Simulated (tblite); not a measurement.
Species: C6H8FPS.
Z-matrix (Å and degrees, GFN2-xTB geometry), rows numbered from 1:
```
C 
C   1  1.5278
C   2  1.5278  1  110.68
C   2  1.5051  1  109.65  3  -120.94
P   4  1.7827  2  122.09  1    61.44
C   5  1.7015  4   93.39  2   179.88
S   6  1.7160  5  119.52  4     0.07
C   4  1.3529  2  123.09  1  -118.71
F   8  1.3412  4  124.02  2     0.12
H   1  1.0891  2  109.88  3    61.35
H   1  1.0879  2  110.66  3  -178.76
H   1  1.0873  2  110.27  3   -58.51
H   2  1.0953  1  109.10  3   120.15
H   3  1.0874  2  110.35  1    60.93
H   3  1.0880  2  110.63  1  -178.84
H   3  1.0892  2  109.83  1   -59.03
H   6  1.0754  5  124.31  4  -179.90
```

Calculated harmonic vibrations of the isolated species, GFN2-xTB (tblite), most abundant isotopes, no scaling. This tight-binding method is rough: wavenumbers can miss measured ones by several per cent, in bad cases by 10 to 20. One conformer, not necessarily the lowest.

Harmonic wavenumbers (cm⁻¹): 27.5, 105.6, 159.0, 189.8, 217.7, 242.1, 257.8, 286.9, 354.6, 404.4, 438.8, 458.4, 499.5, 550.4, 590.5, 689.0, 806.7, 851.3, 931.6, 947.6, 963.2, 983.2, 1008.6, 1112.3, 1135.3, 1167.9, 1175.7, 1216.5, 1302.6, 1318.6, 1400.3, 1413.7, 1484.1, 1488.3, 1493.4, 1499.4, 1541.4, 2939.5, 3013.9, 3019.1, 3030.9, 3033.9, 3037.3, 3039.6, 3120.7.

A = 1783, B = 981.3, C = 731.4 MHz; mass 162.007 u (most abundant isotopes); point group Cs, symmetry number 1.

**Question.** Zero-point energy?

**Answer.** Half the sum of the wavenumbers: 27474 cm⁻¹ = 328.67 kJ/mol.

**Question.** What is S at 400 K and 1 bar for an ideal gas of classical rigid rotors and harmonic oscillators?

**Answer.** Translation 178.42, rotation 128.80, vibration 159.67: S = 466.9 J/(mol K).

**Question.** And Cp and H(400 K) − H(0)?

**Answer.** Cp = 196.14 J/(mol K), of which vibrations give 162.88 (their classical limit is 45 R = 374.2); H(400 K) − H(0) = 46.83 kJ/mol without the zero-point energy, 33.53 from vibrations.

**Question.** Blend soft modes into free rotors: weight 1/[1 + (100 cm⁻¹/ν̃)⁴] for the oscillator and the rest for a rotor with moment μB/(μ + B), μ = h/(8π²ν), B = 10⁻⁴⁴ kg m². What vibrational entropy results?

**Answer.** 148.83 J/(mol K) in place of 159.67, which changes −T·S at 400 K by +4.34 kJ/mol.

**Question.** Which modes carry the vibrational entropy at 400 K?

**Answer.** 27.5 cm⁻¹: 27.55; 105.6 cm⁻¹: 16.41; 159.0 cm⁻¹: 13.07; 189.8 cm⁻¹: 11.65; 217.7 cm⁻¹: 10.56; 242.1 cm⁻¹: 9.72 J/(mol K); the other 39 give 70.71 together.

**Question.** How do the functions run with temperature in this model?

**Answer.** 
```
 T (K)  S (J/(mol K))  Cp (J/(mol K))  H − H(0) (kJ/mol)  G − H(0) (kJ/mol)  ln q(vib)
    50          251.2            49.6               2.04             -10.52       0.67
   100          293.2            74.9               5.14             -24.17       1.67
298.15          414.8           159.1              28.70             -94.99       6.54
373.15          453.6           186.9              41.69            -127.57       8.44
   500          514.1           226.8              68.03            -189.00      11.62
   750          617.2           281.3             132.11            -330.83      17.59
  1000          703.3           315.9             207.06            -496.20      23.06
```

q(vib) and H(0) count from the zero-point level.

**Question.** What must be added to the electronic energy to get the Gibbs energy at 400 K and 1 bar?

**Answer.** ZPE + [H(400 K) − H(0)] − T·S = 328.67 + 46.83 − 186.76 = 188.74 kJ/mol.

Hindered rotation and anharmonicity are outside this model. Other conformers, if any are populated, would add a mixing term that is left out.
